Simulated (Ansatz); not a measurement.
Mulliken charges of `[SiH3][Ga]1[O]C[O]1` from PBE/def2-TZVPP in Ansatz (PBE0-D4/def2-TZVP geometry).

| atom | x (Å) | y (Å) | z (Å) | charge (e) |
| --- | --- | --- | --- | --- |
| Si1 | -2.262 | -0.490 | -0.546 | 0.066 |
| Ga2 | -0.002 | 0.003 | -0.001 | 0.423 |
| O3 | 1.688 | -0.126 | -0.666 | -0.382 |
| C4 | 2.167 | 0.471 | 0.523 | 0.164 |
| O5 | 1.026 | 0.719 | 1.320 | -0.382 |
| H6 | -3.151 | 0.446 | 0.185 | -0.014 |
| H7 | -2.449 | -0.337 | -2.010 | -0.014 |
| H8 | -2.557 | -1.888 | -0.143 | -0.015 |
| H9 | 2.854 | -0.211 | 1.043 | 0.078 |
| H10 | 2.686 | 1.413 | 0.295 | 0.078 |

By hand: the dipole of these point charges (1 e Å = 4.8032 D).

Σ q r = (-0.283, -0.060, -0.068) e Å, of length 0.297 e Å = 1.43 D.

How does the dipole of the full density compare? (An estimate is asked.)

Ansatz gave: (-0.527, -0.114, -0.127) e Å, 2.66 D; the point charges give 0.54 times that, at 0° from its direction.

Point charges leave out the atoms' own dipoles, such as those of lone pairs, and Mulliken's split depends on the basis, so the two needn't agree.
